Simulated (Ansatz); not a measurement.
SiCl3 (SMILES Cl[Si](Cl)Cl): the energy to break a bond

SiCl3: 4 atoms, total charge 0, spin state doublet. SMILES: `Cl[Si](Cl)Cl`. The shape was relaxed beforehand at wB97X-V/def2-SVP.

```xyz
4

Cl   -1.5322   -0.5968    1.0322
Si    0.1190    0.3993    0.3187
Cl    1.7011   -0.9102    0.2174
Cl   -0.2878    1.1076   -1.5684
```

Wanted: the dissociation energy of the Si2–Cl1 bond into singlet SiCl2 and doublet Cl (shapes relaxed at wB97X-V/def2-SVP, no zero-point term). 1 Eh = 2625.50 kJ/mol = 27.2114 eV. Totals in Eh; open shells run unrestricted unless said.

| level | program | SiCl3 | singlet SiCl2 | doublet Cl |
| --- | --- | --- | --- | --- |
| USVWN5/def2-TZVP | Ansatz | -1664.670728 | -1205.891853 | -458.649873 |
| UB3LYP/def2-TZVP | Ansatz | -1670.312275 | -1210.044953 | -460.166971 |
| U-wB97M-V/def2-TZVP | Ansatz | -1670.171118 | -1209.941033 | -460.125146 |

**Question.** Work out the dissociation energy at each level.

**Answer.** 
1. USVWN5/def2-TZVP: (-1205.891853) + (-458.649873) − (-1664.670728) = 0.129002 Eh = 338.7 kJ/mol = 3.51 eV.
2. UB3LYP/def2-TZVP: (-1210.044953) + (-460.166971) − (-1670.312275) = 0.100351 Eh = 263.5 kJ/mol = 2.73 eV.
3. U-wB97M-V/def2-TZVP: (-1209.941033) + (-460.125146) − (-1670.171118) = 0.104939 Eh = 275.5 kJ/mol = 2.86 eV.

The levels span 263 to 339 kJ/mol; no measured value is set beside them. A fragment with an even electron count was run as a singlet and may have a lower triplet. A bond enthalpy at 298 K also holds the loss of zero-point energy and thermal terms.
